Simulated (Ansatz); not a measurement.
CH5F2NOSi (`NC(F)(F)O[SiH3]`) at its PBE0-D4/def2-TZVP geometry, where that method's forces vanish. The species carries charge 0 and has multiplicity 1.

```xyz
11

N     1.1159   -1.6314    0.4639
C     0.3430   -0.7185   -0.2591
F     1.1303   -0.0777   -1.1675
F    -0.6153   -1.3258   -1.0413
O    -0.2575    0.1561    0.5678
Si   -0.8104    1.6740    0.1374
H     0.6098   -1.9650    1.2714
H     1.4145   -2.4019   -0.1177
H    -1.6580    2.0764    1.2803
H    -1.6000    1.6060   -1.1139
H     0.3277    2.6079   -0.0213
```

What forces (eV/Å) does B3LYP-D4/def2-TZVPP give on these atoms in Ansatz? (Best estimate.)

The calculation gave: 
```
N1   0.108 -0.190  0.106
C2   0.076 -0.071  0.263
F3   0.275  0.214 -0.314
F4  -0.324 -0.214 -0.267
O5  -0.105  0.135  0.156
Si6 -0.108  0.235  0.000
H7   0.029 -0.022  0.014
H8   0.020 -0.019  0.023
H9   0.053 -0.018 -0.077
H10  0.054  0.010  0.085
H11 -0.079 -0.059  0.009
```

B3LYP here is the variant with VWN-RPA as its local correlation; programs differ in this.
